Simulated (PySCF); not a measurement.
B(F)(Me)(SMe) (C₂H₆BFS), SMILES CSB(C)F. Geometry: PBE0-D3(BJ)/def2-SVP. One conformer was computed; it need not be the lowest.

Computed equilibrium geometry at PBE0-D3(BJ)/def2-SVP (PySCF confirms it by a frequency run) as a Z-matrix, and its point group (one conformer of several):
point group Cs.
```
B
F 1 1.3359
C 1 1.5642 2 118.40
H 3 1.0969 1 115.71 2 180.00
H 3 1.1031 4 108.47 1 122.63
H 3 1.1031 4 108.47 5 114.74
S 1 1.8024 2 114.00 3 180.00
C 7 1.8146 1 103.97 2 180.00
H 8 1.0978 7 106.67 1 180.00
H 8 1.0980 9 108.64 7 120.22
H 8 1.0980 9 108.64 10 119.56
```
Charge 0, spin multiplicity 1.
